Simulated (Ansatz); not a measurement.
System: sum formula HSO, charge 0, multiplicity 2. It need not be the lowest isomer of its formula. 
Structure (B3LYP-D3(BJ)/def2-TZVP (Ansatz, a quantum-chemistry and plane-wave program) minimum search):
```xyz
3

S     -0.0571    -0.0058    -0.4675
O     -0.0376    -0.0366     1.0375
H      1.2152     0.3851    -0.8197
```
Charge 0, spin multiplicity 2.

Basis-set convergence of Hartree-Fock and CCSD correlation energies (hartree) with Ansatz. Correlated levels leave the core frozen unless marked. UHF or UKS for open shells. No spin-orbit coupling. No relativistic terms.

```json
[
 {"basis": "aug-cc-pV(D+d)Z", "functions": "64", "E(HF)": "-472.94195", "E(corr, CCSD)": "-0.34929"},
 {"basis": "aug-cc-pV(T+d)Z", "functions": "124", "E(HF)": "-472.98005", "E(corr, CCSD)": "-0.42431"},
 {"basis": "aug-cc-pV(Q+d)Z", "functions": "215", "E(HF)": "-472.98885", "E(corr, CCSD)": "-0.44885"}
]
```

Extrapolating the two largest sets (X = 3 and 4) as X^-3: E(corr) = (64·(-0.44885) - 27·(-0.42431))/37 = -0.4668 Eh, an estimate of the basis-set limit. The largest set recovers 96.2 % of it, the smallest 74.8 %.
